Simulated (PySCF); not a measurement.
AsN(OH) + 2 H₂O → AsO(OH)₂ + NH₃

Level: PBE0 in the def2-TZVP basis family, all electrons, no relativity, computed in PySCF with density fitting; open shells unrestricted.

| species | state and structure | E (Eh) | ZPE (kJ/mol) | H(298 K) − H(0) (kJ/mol) | S° (J/(mol K)) |
| --- | --- | --- | --- | --- | --- |
| AsN(OH) | doublet, Cs, As–N 1.706 Å, As–O 1.776 Å, O–H 0.966 Å; As–O–H 110.6°, N–As–O 103.0° | -2366.01294 | 42.0 | 12.5 | 283.9 |
| H₂O | singlet, C2v, O–H 0.960 Å (×2); H–O–H 105.1° | -76.37736 | 56.5 | 9.9 | 188.7 |
| AsO(OH)₂ | doublet, C1, As–O 1.640 Å, As–O 1.760 Å, As–O 1.774 Å, O–H 0.966 Å (×2); As–O–H 109.0°, As–O–H 109.7°, O–As–O 96.4°, O–As–O 111.3°, O–As–O 114.4° | -2462.32339 | 78.4 | 17.4 | 321.6 |
| NH₃ | singlet, C3v, N–H 1.013 Å (×3); H–N–H 107.1° (×3) | -56.51312 | 90.6 | 10.0 | 192.4 |

Q: What is the electronic reaction energy?

A: At PBE0/def2-TZVP, ΔE = -180.8 kJ/mol from the differences of the total energies times 2625.5, downhill. 

Q: Add zero-point, thermal and entropy terms for 298.15 K and 1 bar.

A: ΔZPE = 14.0 and Δ[H(298) − H(0)] = -4.9 kJ/mol give ΔH° = -171.7 kJ/mol. ΔS° = -147.3 J/(mol K), so ΔG° = -171.7 − 298.15 × (-0.1473) = -128 kJ/mol and log₁₀K = 22.4. ΔG° would change sign near 1170 K if ΔH° and ΔS° stayed fixed.

Each species is the lowest minimum found with this bonding; other isomers or fragments can lie lower.
